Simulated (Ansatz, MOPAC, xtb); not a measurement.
BNH3F3 (SMILES [NH3+][B-](F)(F)F): the zero-point energy at each level's own minimum, rung by rung

BNH3F3, singlet, SMILES `[NH3+][B-](F)(F)F`. Each level relaxes the structure for itself.

Each level gives the zero-point energy at each level's own minimum (kJ/mol). The values are calculated.

| level | kind | program | value (kJ/mol) |
| --- | --- | --- | --- |
| GFN-FF | force field | xtb | 126.9 |
| PM3 | semi-empirical | MOPAC | 144.3 |
| PM6 | semi-empirical | MOPAC | 123.9 |
| PM7 | semi-empirical | MOPAC | 123.2 |
| HF/6-31G* (Cartesian functions) | Hartree–Fock | Ansatz | 148.2 |
| PBE/def2-SVP | GGA | Ansatz | 132.9 |
| PBE0-D4/def2-TZVP | global hybrid | Ansatz | 138.2 |
| B3LYP/6-31G* (Cartesian functions) | global hybrid | Ansatz | 138.3 |
| MP2/6-31G* (Cartesian functions) | perturbation theory | Ansatz | 141.1 |

Harmonic and unscaled. The values span 123.2 to 148.2 kJ/mol.
